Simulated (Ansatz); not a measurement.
## Ligand exchange: GaBr + C3H7Cl → GaCl + C3H7Br

Species: GaBr, singlet; C3H7Cl `CC(C)Cl`, singlet; GaCl, singlet; C3H7Br (2-bromopropane) `CC(C)Br`, singlet. The partners trade Br for Cl: Ga–Br and C–Cl bonds give way to Ga–Cl and C–Br.

Shapes, held fixed at every level: PBE0-D4/def2-TZVP. Programs: Ansatz 0.2.0. The zero-point and thermal change to 298 K, harmonic and unscaled (PBE0-D4/def2-TZVP), is -0.7 kJ/mol.

**Question.** Estimate ΔH(298 K) of this reaction.

**Answer.** The highest level, CCSD(T)/def2-TZVPP, gives ΔH(298 K) = 0.0 kJ/mol; the levels span 0.0 to +6.0. That is about zero within the method's error. The column of differences is taken from that level and isn't an error. No measured value is set beside it here. Relativity is left out for Br, Ga. Outer-core shells of Br, Ga are correlated in most correlated rows, in sets that cover them unevenly.

```
              level                    kind  ΔH(298 K) (kJ/mol)  less CCSD(T)/def2-TZVPP
        HF/def2-SVP            Hartree–Fock                +6.0                     +6.0
  PBE-D4/def2-TZVPP                     GGA                +3.6                     +3.6
B3LYP-D4/def2-TZVPP           global hybrid                +3.4                     +3.4
 wB97X-V/def2-TZVPP  range-separated hybrid                +3.0                     +3.0
  B2PLYP/def2-TZVPP           double hybrid                +2.4                     +2.4
       MP2/def2-SVP     perturbation theory                +5.7                     +5.7
    CCSD/def2-TZVPP   coupled cluster or CI                +0.7                     +0.7
 CCSD(T)/def2-TZVPP   coupled cluster or CI                 0.0                      0.0
```
